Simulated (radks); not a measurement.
Coulomb parameter of the 4d shell of the niobium ion Nb2+ in the model configuration [Kr] 4d1.5 5s1.5, as a second difference U = [E(n + 0.25) + E(n - 0.25) - 2 E(n)] / (0.25)^2 with all orbitals relaxed. "Bare": the charge of the atom changes with n. "Screened": the 5s shell takes up the change at fixed total charge, which measures U(4d,4d) + U(5s,5s) - 2 U(4d,5s). Calculated with a radial shooting solver on a logarithmic mesh with Libxc functionals: scalar-relativistic Kohn-Sham, PBE, spin-unpolarised, spherical densities, finite nucleus; Fermi nuclear charge, rms radius 4.324 fm.

[
 {"case": "start", "configuration": "[Kr] 4d1.5 5s1.5", "E - E(n) (eV)": "0.000"},
 {"case": "bare +0.25", "configuration": "[Kr] 4d1.75 5s1.5", "E - E(n) (eV)": "-5.454"},
 {"case": "bare -0.25", "configuration": "[Kr] 4d1.25 5s1.5", "E - E(n) (eV)": "6.169"},
 {"case": "screened +0.25", "configuration": "[Kr] 4d1.75 5s1.25", "E - E(n) (eV)": "-0.987"},
 {"case": "screened -0.25", "configuration": "[Kr] 4d1.25 5s1.75", "E - E(n) (eV)": "1.074"}
]

U(bare) = 11.447 eV, U(screened by 5s) = 1.381 eV, against the Slater integral F0(4d,4d) = 14.157 eV with frozen orbitals.
